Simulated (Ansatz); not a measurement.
Two isomers of B2H5NSi: A = `B1NB[SiH2]1`, B = `BN1B[SiH2]1`.

Computed with Ansatz on PBE0-D4/def2-TZVP structures; ΔE is electronic, products minus reactants. CBS: MP2 limit from def2 TZ/QZ plus the TZ coupled-cluster correction, frozen cores. Functionals use def2-TZVPP.

Problem. Which isomer does CCSD(T)/CBS put lower? Give the gap. (Best estimate.)

Solution. Ansatz gave: A, by 30.9 kJ/mol.

Problem. Give E(B) − E(A) in kJ/mol with CCSD(T)/def2-SVP, B2PLYP, LDA (SPW92), r2SCAN-D4, HF/def2-TZVPP, CCSD/def2-TZVPP, BLYP-D4. (Estimate.)

Solution. The calculation gave: CCSD(T)/def2-SVP 38.3, B2PLYP 22.3, LDA (SPW92) 48.1, r2SCAN-D4 29.9, HF/def2-TZVPP 12.7, CCSD/def2-TZVPP 29.2, BLYP-D4 19.7. None reverses the order clearly.

Problem. Does the order hold for the free energy at 298.15 K (harmonic terms from PBE0-D4)? (Best estimate.)

Solution. Computed: Yes: G(B) − G(A) = +20.8 kJ/mol.

Largest T1 diagnostic: 0.014.

At CCSD(T), def2-SVP lies +7.4 kJ/mol from the extrapolated value and def2-TZVPP +0.3 kJ/mol. Leaving LDA and LC-ωPBE aside and taking each functional with its dispersion term where it has one, the values spread over 20.1 kJ/mol, from BLYP-D4 to PBE0-D4. LDA lies +9.0 kJ/mol from PBE without D4.
